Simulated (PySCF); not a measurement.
MoF₆, SMILES [F][Mo]([F])([F])([F])([F])[F], multiplicity 1. Heavy atoms are numbered as in [Mo:1]([F:2])([F:3])([F:4])([F:5])([F:6])[F:7].

The structure is a stationary point at B3LYP-D3(BJ)/def2-SVP. The multiplicity is an assumed one; other spin states were not compared. The isomer is the one that the SMILES or the coordinates give; other isomers of the formula were not compared. The def2 effective core potentials stand for the cores of Mo; spin–orbit coupling is left out.

Method: ωB97X/def2-TZVP (PySCF).

ESP charges are fitted to the potential on shells at 1.4 to 2.0 van der Waals radii. Atomic charges (e), one atom of each kind:

| atom | ESP fit | Löwdin |
|---|---|---|
| Mo1 | 1.44 | … |
| F2 | -0.24 | … |

Q: Some entries are withheld; supply them. (The exact figures need the calculation; the answer reports its results.)

A: 
- Mo1, Löwdin: 1.09
- F2, Löwdin: -0.18
